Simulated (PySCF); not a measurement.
CH5GaO2, SMILES C[O][GaH][OH].

Geometry: PBE0-D3(BJ)/def2-SVP. Other conformers were not sampled.

These are PBE0-D3(BJ)/def2-SVP in PySCF values and carry that method's errors.

Frequencies are harmonic and unscaled.

Computed harmonic wavenumbers and intensities:
```json
[
 {"mode": "1", "ν (cm⁻¹)": "75", "IR (km/mol)": "0.1", "moving atoms (share of kinetic energy)": "H 94 %"},
 {"mode": "2", "ν (cm⁻¹)": "130", "IR (km/mol)": "7.5", "moving atoms (share of kinetic energy)": "O 45 %, C 29 %, H 21 %"},
 {"mode": "3", "ν (cm⁻¹)": "141", "IR (km/mol)": "25.7", "moving atoms (share of kinetic energy)": "O 62 %, H 20 %, C 11 %"},
 {"mode": "4", "ν (cm⁻¹)": "279", "IR (km/mol)": "11.4", "moving atoms (share of kinetic energy)": "O 45 %, Ga 22 %, C 17 %, H 15 %"},
 {"mode": "5", "ν (cm⁻¹)": "339", "IR (km/mol)": "73.3", "moving atoms (share of kinetic energy)": "H 93 %"},
 {"mode": "6", "ν (cm⁻¹)": "475", "IR (km/mol)": "82.7", "moving atoms (share of kinetic energy)": "H 89 %"},
 {"mode": "7", "ν (cm⁻¹)": "595", "IR (km/mol)": "126.0", "moving atoms (share of kinetic energy)": "H 94 %"},
 {"mode": "8", "ν (cm⁻¹)": "637", "IR (km/mol)": "48.3", "moving atoms (share of kinetic energy)": "O 60 %, Ga 18 %, C 13 %, H 9 %"},
 {"mode": "9", "ν (cm⁻¹)": "712", "IR (km/mol)": "76.7", "moving atoms (share of kinetic energy)": "O 78 %, Ga 19 %"},
 {"mode": "10", "ν (cm⁻¹)": "788", "IR (km/mol)": "83.6", "moving atoms (share of kinetic energy)": "H 90 %"},
 {"mode": "11", "ν (cm⁻¹)": "1163", "IR (km/mol)": "181.2", "moving atoms (share of kinetic energy)": "O 39 %, C 37 %, H 23 %"},
 {"mode": "12", "ν (cm⁻¹)": "1181", "IR (km/mol)": "0.0", "moving atoms (share of kinetic energy)": "H 77 %, C 19 %"},
 {"mode": "13", "ν (cm⁻¹)": "1212", "IR (km/mol)": "52.0", "moving atoms (share of kinetic energy)": "H 54 %, C 23 %, O 23 %"},
 {"mode": "14", "ν (cm⁻¹)": "1474", "IR (km/mol)": "17.2", "moving atoms (share of kinetic energy)": "H 88 %, C 11 %"},
 {"mode": "15", "ν (cm⁻¹)": "1474", "IR (km/mol)": "1.4", "moving atoms (share of kinetic energy)": "H 96 %"},
 {"mode": "16", "ν (cm⁻¹)": "1478", "IR (km/mol)": "5.9", "moving atoms (share of kinetic energy)": "H 96 %"},
 {"mode": "17", "ν (cm⁻¹)": "2055", "IR (km/mol)": "101.3", "moving atoms (share of kinetic energy)": "H 99 %"},
 {"mode": "18", "ν (cm⁻¹)": "3007", "IR (km/mol)": "91.9", "moving atoms (share of kinetic energy)": "H 98 %"},
 {"mode": "19", "ν (cm⁻¹)": "3091", "IR (km/mol)": "41.5", "moving atoms (share of kinetic energy)": "H 90 %, C 10 %"},
 {"mode": "20", "ν (cm⁻¹)": "3098", "IR (km/mol)": "30.3", "moving atoms (share of kinetic energy)": "H 90 %, C 10 %"},
 {"mode": "21", "ν (cm⁻¹)": "3926", "IR (km/mol)": "73.1", "moving atoms (share of kinetic energy)": "H 94 %"}
]
```
